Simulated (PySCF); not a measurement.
Worked example: dipole moment from atomic charges

C2F5, SMILES FC(F)(F)[C](F)F, multiplicity 2. Atoms are numbered in the order given.

```xyz
7

F      1.5009    -0.0020    -1.0899
C      0.8656     0.3543     0.0000
F      1.5009    -0.0020     1.0899
C     -0.6078     0.0200     0.0000
F     -0.8115    -1.2996     0.0000
F     -1.1811     0.5270     1.0818
F     -1.1811     0.5270    -1.0818
```
Charge 0, spin multiplicity 2.

The structure is a stationary point at PBE0-D3(BJ)/def2-SVP.

Charges (e) from PBE/def2-TZVP (PySCF):

```
atom  Mulliken  ESP fit
----  --------  -------
F1      -0.094   -0.034
C2       0.167    0.050
F3      -0.094   -0.034
C4       0.366    0.349
F5      -0.119   -0.100
F6      -0.113   -0.115
F7      -0.113   -0.115
```

The dipole moment of the full density is 0.42 D.

**Question.** What dipole moment does each set of point charges give, and which comes closer to that of the density?

**Answer.** 
μ = Σ q r, and 1 e Å = 4.8032 D.
Mulliken: Σ q r = (0.003, 0.102, 0.000) e Å, |μ| = 0.49 D.
ESP fit: Σ q r = (0.082, 0.034, 0.000) e Å, |μ| = 0.43 D.
ESP fit comes closer in size. Point charges leave out the atoms' own dipoles (lone pairs, polarised bonds); fits to the potential absorb them, partitions of the density don't.
